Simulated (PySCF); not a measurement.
Compound: C2H6FGeO2P.
Structure used (PBE0-D3(BJ)/def2-SVP), in Å, numbered top down from 1:
```xyz
13
C2H6FGeO2P angstrom
F      1.197   -1.421    1.295
Ge     0.857   -0.372   -0.048
P      2.778    0.022   -1.233
O     -0.518   -1.010   -0.971
C     -1.684   -0.388   -0.457
C     -1.324    1.036   -0.021
O     -0.042    1.024    0.583
H      3.377    0.599   -0.071
H      3.266   -1.285   -0.925
H     -2.459   -0.379   -1.239
H     -2.071   -0.965    0.404
H     -2.059    1.423    0.703
H     -1.318    1.713   -0.897
```

Theory: core-valence-separated Tamm–Dancoff BHandHLYP/aug-pcX-1 (pcseg-1 on H, def2-SVPD on Ge, def2-SVPD on P) in PySCF, non-relativistic, gas phase, PBE0-D3(BJ)/def2-SVP geometry. BHandHLYP without relativity tends to put these K edges a few eV too low, so spacings mean more than positions.

The lowest roots of each edge with f over 0.003 (five at most, numbered afresh; weaker and dark ones are left out), with transition dipoles (au) in the frame of the coordinates:

| root | edge | E (eV) | f | μx | μy | μz |
| --- | --- | --- | --- | --- | --- | --- |
| 1 | C | 286.57 | 0.0247 | 0.0437 | -0.0115 | 0.0384 |
| 2 | C | 286.60 | 0.0429 | 0.0732 | -0.0202 | -0.0185 |
| 3 | C | 287.12 | 0.0141 | 0.0024 | 0.0438 | 0.0086 |
| 4 | C | 287.15 | 0.0117 | -0.0279 | -0.0197 | -0.0222 |
| 5 | C | 287.51 | 0.0299 | 0.0352 | 0.0026 | -0.0547 |
| 6 | O | 531.76 | 0.0199 | -0.0199 | 0.0284 | 0.0181 |
| 7 | O | 531.84 | 0.0191 | -0.0285 | -0.0120 | -0.0227 |
| 8 | O | 533.50 | 0.0084 | 0.0193 | 0.0120 | -0.0112 |
| 9 | O | 533.65 | 0.0083 | 0.0138 | -0.0193 | -0.0083 |
| 10 | O | 533.76 | 0.0077 | 0.0052 | -0.0178 | 0.0157 |
| 11 | F | 683.35 | 0.0221 | 0.0035 | -0.0219 | 0.0288 |
| 12 | F | 685.38 | 0.0100 | -0.0050 | -0.0197 | -0.0136 |
| 13 | F | 686.83 | 0.0044 | 0.0157 | 0.0000 | -0.0040 |
| 14 | F | 687.03 | 0.0069 | 0.0185 | -0.0067 | -0.0048 |

Question: Molecules are fixed in this frame and the field points along y. What effective strengths 3 f cos²θ do the roots have (θ between field and μ)?

Answer: root 1 (C5/C6): 0.003, root 2 (C5/C6): 0.009, root 3 (C6): 0.041, root 4 (C5): 0.008, root 5 (C6): 0.000, root 6 (O7): 0.032, root 7 (O4): 0.006, root 8 (O7): 0.006, root 9 (O4): 0.015, root 10 (O4): 0.012, root 11 (F1): 0.024, root 12 (F1): 0.020, root 13 (F1): 0.000, root 14 (F1): 0.002. Root 3 is the strongest. Averaged over all orientations cos²θ is 1/3, which gives f back.

 The BHandHLYP/aug-pcX-1 (pcseg-1 on H, def2-SVPD on Ge, def2-SVPD on P) calculation is non-relativistic and has no spin–orbit coupling, an omission that weighs most on germanium.

The run took 42 s of wall time on an x86-64 server with one thread, shared host.

One conformer stands for the species.
